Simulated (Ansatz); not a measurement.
Ansatz (a first-principles code) input (PBE/6-31G* with LANL2DZ past Ar): The .json file joins the Basis Set Exchange's 6-31G* for atoms up to Ar and LANL2DZ past it.

Ansatz 0.2 input:
```yaml
crystal:
  periodic: [false, false, false]
  atoms:
    - {symbol: B, position_ang: [-0.00000000, -0.00000000, -1.53551500]}
    - {symbol: Br, position_ang: [0.00000000, 0.00000000, 0.21935900]}
basis:
  gaussian:
    orbitals: 6-31Gs+LANL2DZ.json
hamiltonian:
  xc: {name: PBE}
total_charge: 1
magnetization: {spin_polarized: true, initial_magnetization: 1}
relax: {f_tol: 0.003, max_steps: 120}
```

Output:

```
Functional definition: PBE
integrals: 0.00 GiB planned
300 factors; integrals over basis functions are off by at most 3.5e-4 eV
mean field: 0.06 GiB planned
mean field evaluation 1: about -1019.9720 eV, gradient 1.4e1 eV
mean field evaluation 2: about -1004.6575 eV, gradient 5.2e1 eV
mean field evaluation 4: about -1021.5433 eV, gradient 8.9e-1 eV
mean field evaluation 8: about -1021.5475 eV, gradient 4.7e-3 eV
mean field -1021.54746862 eV, -37.5411770419 hartree, gradient 3.0e-6 eV, S^2 0.761685; 0 other end points of the search recorded, 0 dependent functions left out
the calculation of the forces begins
reference -1021.54748804 eV, -37.5411777557 hartree; 6, 5 occupied and 17, 18 virtual orbitals, 300 factors
relax step   1: F+E_penalty+E_count = -1021.54746862 eV  Δ(F+E_penalty+E_count) = +0.000e0 eV  max|allowed force component| = 6.347e-1 eV/Å  Δτ_max = 0.0000 Å  (24 SCF iters, accepted)
these checks for a lower state are left out or cut short: starts, cluster_reference, orbital_swaps, neighbouring_geometries, increment
integrals: 0.00 GiB planned
300 factors; integrals over basis functions are off by at most 3.6e-4 eV
mean field: 0.06 GiB planned
mean field evaluation 16: about -1021.5548 eV, gradient 2.2e-3 eV
mean field -1021.55296984 eV, -37.5413792081 hartree, gradient 5.1e-5 eV, S^2 0.761884; 0 other end points of the search recorded, 0 dependent functions left out
the calculation of the forces begins
reference -1021.55298926 eV, -37.5413799218 hartree; 6, 5 occupied and 17, 18 virtual orbitals, 300 factors
relax step   2: F+E_penalty+E_count = -1021.55296984 eV  Δ(F+E_penalty+E_count) = -5.501e-3 eV  max|allowed force component| = 2.574e-1 eV/Å  Δτ_max = 0.0062 Å  (23 SCF iters, accepted)
these checks for a lower state are left out or cut short: starts, cluster_reference, orbital_swaps, neighbouring_geometries, increment
integrals: 0.00 GiB planned
300 factors; integrals over basis functions are off by at most 3.7e-4 eV
mean field: 0.06 GiB planned
mean field -1021.55410854 eV, -37.5414210547 hartree, gradient 5.6e-5 eV, S^2 0.762023; 0 other end points of the search recorded, 0 dependent functions left out
the calculation of the forces begins
reference -1021.55412796 eV, -37.5414217683 hartree; 6, 5 occupied and 17, 18 virtual orbitals, 300 factors
relax step   3: F+E_penalty+E_count = -1021.55410854 eV  Δ(F+E_penalty+E_count) = -1.139e-3 eV  max|allowed force component| = 7.983e-3 eV/Å  Δτ_max = 0.0043 Å  (23 SCF iters, accepted)
these checks for a lower state are left out or cut short: starts, cluster_reference, orbital_swaps, neighbouring_geometries, increment
integrals: 0.00 GiB planned
300 factors; integrals over basis functions are off by at most 3.8e-4 eV
mean field: 0.06 GiB planned
mean field -1021.55410967 eV, -37.5414210961 hartree, gradient 5.0e-6 eV, S^2 0.762027; 0 other end points of the search recorded, 0 dependent functions left out
the calculation of the forces begins
reference -1021.55412909 eV, -37.5414218097 hartree; 6, 5 occupied and 17, 18 virtual orbitals, 300 factors
relax step   4: F+E_penalty+E_count = -1021.55410967 eV  Δ(F+E_penalty+E_count) = -1.126e-6 eV  max|allowed force component| = 5.287e-4 eV/Å  Δτ_max = 0.0002 Å  (17 SCF iters, accepted)
integrals: 0.00 GiB planned
300 factors; integrals over basis functions are off by at most 3.8e-4 eV
mean field: 0.06 GiB planned
mean field evaluation 32: about -1021.5561 eV, gradient 1.5e-2 eV
mean field -1021.55410967 eV, -37.5414210961 hartree, gradient 5.0e-6 eV, S^2 0.762027; 1 other end points of the search recorded, 0 dependent functions left out
the calculation of the forces begins
reference -1021.55412909 eV, -37.5414218097 hartree; 6, 5 occupied and 17, 18 virtual orbitals, 300 factors
Total energy: -1021.55412909 eV, -37.5414218097 hartree
Atom 0 at     0.000000     0.000000    -1.546182 Å, force    -0.000000    -0.000000     0.000529 eV/Å
Atom 1 at    -0.000000    -0.000000     0.230026 Å, force     0.000000     0.000000    -0.000529 eV/Å
Dipole moment:     0.000000     0.000000    -0.727227 e Å
```

The dipole moment of an ion depends on the origin.

The geometry given is a B3LYP-D3(BJ)/def2-TZVP minimum.
